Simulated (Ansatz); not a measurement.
A nudged elastic band was laid between two geometries of C₃H₆Si (10 atoms, charge 0, multiplicity 1).

Theory: Ansatz, RKS LDA/def2-SVP.

- movable images: 9
- climbing image: yes
- spring: 5.0 eV/Å²
- optimiser: quadratic models (default)
- start path: IDPP
- force threshold: 0.05 eV/Å
- iteration limit: 60
- end points: relaxed

Initial state:

```xyz
10
Properties=species:S:1:pos:R:3
C -1.474 1.193 -1.806
C -0.561 0.844 -1.069
Si 0.783 0.302 0.043
C 0.203 -1.094 1.137
H -2.282 1.506 -2.462
H 1.218 1.485 0.869
H 1.950 -0.133 -0.806
H 1.021 -1.424 1.811
H -0.656 -0.769 1.760
H -0.119 -1.961 0.524
```

Final state:

```xyz
10
Properties=species:S:1:pos:R:3
C -1.552 1.771 -1.146
C -0.596 1.102 -0.773
Si 0.812 0.087 -0.203
C 0.224 -1.255 0.952
H -2.399 2.362 -1.479
H 1.798 0.993 0.488
H 1.487 -0.505 -1.413
H -0.272 -0.816 1.842
H -0.502 -1.920 0.439
H 1.083 -1.870 1.295
```

(1) Which bonds break or form, and what moves?

(2) What energy profile does the band end with?

(3) What is the geometry of the highest image?

(4) What are the harmonic wavenumbers there?

The band took 3 iterations and about 80 core-seconds.

Results:

(1) No bond is made or broken. The dihedral C2–Si3–C4–H10 goes from 60 to 180°. The two ends are copies of one structure, up to a mirror image or an exchange of like atoms.

(2) The run converged. The highest image is number 5 of 0 to 10, 0.072 eV above the ends, which have the same energy within 2 meV. A vibrational analysis at the climbing image gives one clearly imaginary mode, 171i cm⁻¹: a first-order saddle point.

```tsv
image	path coordinate (Å)	energy (eV)	dihedral C2–Si3–C4–H10 (°)
0	0.00	0.000	60
1	0.35	0.007	72
2	0.70	0.024	84
3	1.05	0.046	96
4	1.40	0.065	108
5	1.75	0.072	120
6	2.10	0.065	132
7	2.44	0.047	144
8	2.79	0.024	156
9	3.14	0.007	168
10	3.49	0.000	180
```

(3) 
```xyz
10
Properties=species:S:1:pos:R:3
C -1.546 1.687 -1.275
C -0.584 1.071 -0.833
Si 0.822 0.123 -0.150
C 0.214 -1.241 0.986
H -2.395 2.237 -1.670
H 1.716 1.088 0.583
H 1.605 -0.439 -1.308
H 0.613 -1.110 2.013
H -0.894 -1.229 1.042
H 0.531 -2.238 0.616
```

(4) 171i, 137, 229, 344, 501, 609, 690, 697, 700, 707, 726, 815, 851, 896, 1193, 1356, 1359, 2104, 2156, 2157, 2984, 3094, 3096, 3377 cm⁻¹.

Time of the run: 83 s on 1 thread of Arm Neoverse N1 (shared host), peak memory 0.26 GiB.
